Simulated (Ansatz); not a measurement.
The same substitution along the group Mg, Zn, Cd.

Computed with Ansatz on PBE0-D4/def2-TZVP structures; ΔE is electronic, products minus reactants. CCSD(T)/CBS adds triple-zeta CCSD(T) − MP2 to the extrapolated MP2 energy (def2 sets, frozen cores). Functionals use def2-TZVPP. B3LYP here is the variant with VWN-RPA as its local correlation; programs differ in this. def2 core potentials past Kr. For Cd, Ga, Mg, Zn outer-core shells are correlated without core-valence functions, which leaves a few kJ/mol of doubt a bond. Scalar relativity is left out up to krypton. One conformer a species, not always the lowest.

| reaction | B2PLYP (kJ/mol) | ωB97M-V (kJ/mol) | ωB97X-V (kJ/mol) | B3LYP-D4 (kJ/mol) | CCSD(T)/CBS(def2) (kJ/mol) |
| --- | --- | --- | --- | --- | --- |
| `C[CH2][Mg][NH2]` + `[NH2][GaH][CH2]F` → `C[NH][GaH][CH2]F` + `[CH3][Mg][NH2]` | 13 | 14 | 12 | 9 | 14 |
| `C[CH2][Zn][NH2]` + `[NH2][GaH][CH2]F` → `C[NH][GaH][CH2]F` + `[CH3][Zn][NH2]` | 17 | 19 | 17 | 15 | 19 |
| `C[CH2][Cd][NH2]` + `[NH2][GaH][CH2]F` → `C[NH][GaH][CH2]F` + `[CH3][Cd][NH2]` | 18 | 19 | 17 | 16 | 20 |

Largest T1 diagnostic: 0.014, for `[CH3][Zn][NH2]`.
